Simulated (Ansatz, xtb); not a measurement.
## Two isomers of C5H7NO

Structure a is `C=CC(=O)/N=C/C`, a singlet and structure b is `C=CC(=O)/N=C\C`, a singlet. Both are isolated molecules in the gas phase, relaxed with B3LYP/def2-SVP; each stands in its lowest conformer found.

Problem. Estimate which is lower in electronic energy at CCSD(T)/def2-SVP + ΔMP2/def2-TZVPP, and by roughly how much.

Solution. The CCSD(T)/def2-SVP + ΔMP2/def2-TZVPP calculation puts structure a lower, by 1.58 kcal/mol.

The same difference at several levels:

| level | geometry | E(b) − E(a) (kcal/mol) | departure from the last row (kcal/mol) | job, with rough time for the two |
| --- | --- | --- | --- | --- |
| GFN2-xTB | GFN2-xTB | −4.34 | −5.93 | optimisation, 0.19 s |
| HF/STO-3G | GFN2-xTB | +7.89 | +6.31 | single point, 0.36 s |
| r2SCAN-D4/def2-SVP | GFN2-xTB | +0.26 | −1.32 | single point, 2.8 s |
| B3LYP/def2-SVP | B3LYP/def2-SVP | +1.72 | +0.13 | optimisation, 75 s |
| HF/def2-SVP | B3LYP/def2-SVP | +3.05 | +1.47 | part of the CCSD(T) run |
| MP2/def2-SVP | B3LYP/def2-SVP | +2.08 | +0.50 | part of the CCSD(T) run |
| CCSD(T)/def2-SVP | B3LYP/def2-SVP | +2.19 | +0.61 | single point |
| CCSD(T)/def2-SVP + ΔMP2/def2-TZVPP | B3LYP/def2-SVP | +1.58 |  | single point, 44 s |

As drawn, both hold the same kinds of bond in the same numbers.

GFN2-xTB puts the two in the other order. r2SCAN-D4/def2-SVP finds them nearly level. The largest departure from CCSD(T)/def2-SVP + ΔMP2/def2-TZVPP is that of HF/STO-3G, 6.31 kcal/mol. The last row adds to CCSD(T) the change of the MP2 difference between the two basis sets, here −0.61 kcal/mol.

With thermal terms from frequencies at re-optimised GFN2-xTB minima (ideal gas, soft modes damped towards free rotors, one conformer each, 298.15 K, 1 atm): the zero-point term adds +0.16 kcal/mol; ΔH is +1.71 and ΔG +1.73 kcal/mol.

The correlated steps freeze 7 core orbitals. Run with Ansatz 0.2.0, xtb 6.7.1; the last row on 2 threads of Intel(R) Xeon(R) 6975P-C (Granite Rapids) on a shared host.
